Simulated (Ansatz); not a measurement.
CHBN, SMILES `[BH-]C#N` (lower triplet) (charge -1, multiplicity 3). This triplet lies 0.27 eV below the relaxed singlet at the level B3LYP/aug-cc-pVTZ // PBE0-D3(BJ)/def2-TZVPD (Ansatz, a quantum-chemistry and plane-wave program).

Cartesian coordinates (Å):
```xyz
4

B     -0.8278     0.0347    -0.4665
C      0.6360    -0.0443    -0.5864
N      1.8030    -0.1113    -0.7582
H     -1.6113     0.1209     0.4295
```
Charge -1, spin multiplicity 3.

Frozen-core energies in aug-cc-pVDZ from Ansatz at a geometry from PBE0-D3(BJ)/def2-TZVPD; the HF reference has <S^2> = 2.18 and the T1 diagnostic is 0.035.

| level | energy (Ha) |
|---|---|
| HF | -117.55402 |
| MP2 | -117.89678 |
| CCSD | -117.92688 |

Problem. Estimate the energies of CCSD(T), CCSDT and CCSDT(Q), and give each level's difference from CCSDT(Q).

Solution. 
| level | energy (Ha) | difference from CCSDT(Q) (mHa) |
|---|---|---|
| MP2 | -117.89678 | 49.98 |
| CCSD | -117.92688 | 19.88 |
| CCSD(T) | -117.94386 | 2.90 |
| CCSDT | -117.94500 | 1.76 |
| CCSDT(Q) | -117.94675 | 0.00 |
